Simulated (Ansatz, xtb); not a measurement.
# C3H9FSi: 5 structures ranked

5 gas-phase structures of C3H9FSi, from a drawn sample of its isomers (lower ones may exist). Each was relaxed with GFN2-xTB; where two conformers were screened, the lower at r2SCAN-D4/def2-SVP//GFN2-xTB is listed:

A. `C[C@@H](F)C[SiH3]`, a singlet
B. `CC[C@@H](F)[SiH3]`, a singlet
C. `C[C@@H]([SiH3])CF`, a singlet
D. `CC(C)(F)[SiH3]`, a singlet
E. `FCCC[SiH3]`, a singlet

Question: Estimate their order in r2SCAN-D4/def2-SVP//GFN2-xTB energy at these geometries, lowest first.

Answer: Calculated order at r2SCAN-D4/def2-SVP//GFN2-xTB: A (0.000), D (0.170), E (0.204), C (0.246), B (0.345) eV. Less than 1 kcal/mol parts D and E; E and C, so the order within those pairs means little.

Energies above the lowest of each column, in eV; the last columns are at r2SCAN-D4/def2-SVP geometries:

| structure | GFN2-xTB | HF/STO-3G | r2SCAN-D4/def2-SVP//GFN2-xTB | r2SCAN-D4/def2-SVP | CCSD(T)/def2-SVP + ΔMP2/def2-TZVPP |
| --- | --- | --- | --- | --- | --- |
| A | 0.000 | 0.000 | 0.000 | 0.000 | 0.000 |
| D | 0.062 | 0.178 | 0.170 | 0.186 | 0.182 |
| E | 0.150 | 0.178 | 0.204 | 0.198 | 0.210 |
| C | 0.121 | 0.199 | 0.246 | 0.245 | 0.217 |
| B | 0.160 | 0.202 | 0.345 | 0.353 | 0.345 |

Every level run on A puts it lowest or level with the lowest. Flexible structures stand in one conformer each, not always the lowest. ΔMP2 is the change of the MP2 energy from the smaller to the larger basis.

Over these structures GFN2-xTB departs from r2SCAN-D4/def2-SVP//GFN2-xTB by 0.054 eV on average once a common shift is removed. A GFN2-xTB relaxation took about 0.14 s and the r2SCAN-D4/def2-SVP//GFN2-xTB energy about 2.1 s on a shared host (Ansatz 0.2.0, xtb 6.7.1).
